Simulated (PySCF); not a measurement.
H6O2Si2.

```xyz
10

Si     1.1230     0.2084    -0.5779
O      1.9770    -0.0290     0.8421
O     -0.4457    -0.3649    -0.4769
Si    -1.8654    -0.0158     0.3464
H      1.7415    -0.5292    -1.7289
H      1.1198     1.6924    -0.7718
H      2.1814    -0.9561     1.0559
H     -1.9890     1.4659     0.5879
H     -1.8921    -0.7327     1.6686
H     -3.0182    -0.4853    -0.4920
```
Charge 0, spin multiplicity 1.

Geometry optimised at PBE-D3(BJ)/def2-SVP. The values are those of a single conformer.

Method: PBE/pcSseg-1 (PySCF). Non-relativistic, no solvent.

Computed absolute GIAO shielding of each atom: isotropic value and principal components (ppm):
| atom | σ(iso) | σ11 | σ22 | σ33 | span |
|---|---|---|---|---|---|
| Si1 | 361.3 | 343.9 | 363.1 | 377.1 | 33.2 |
| O2 | 254.7 | 202.1 | 265.1 | 296.7 | 94.6 |
| O3 | 266.5 | 187.1 | 270.4 | 342.1 | 155.0 |
| Si4 | 370.1 | 325.4 | 330.2 | 454.7 | 129.3 |
| H5 | 25.8 | 22.2 | 24.1 | 31.2 | 9.0 |
| H6 | 26.1 | 22.8 | 24.4 | 31.0 | 8.1 |
| H7 | 29.0 | 22.7 | 24.7 | 39.7 | 17.0 |
| H8 | 25.7 | 22.9 | 24.2 | 30.0 | 7.1 |
| H9 | 25.8 | 22.5 | 24.4 | 30.4 | 7.9 |
| H10 | 25.9 | 22.8 | 24.3 | 30.6 | 7.8 |
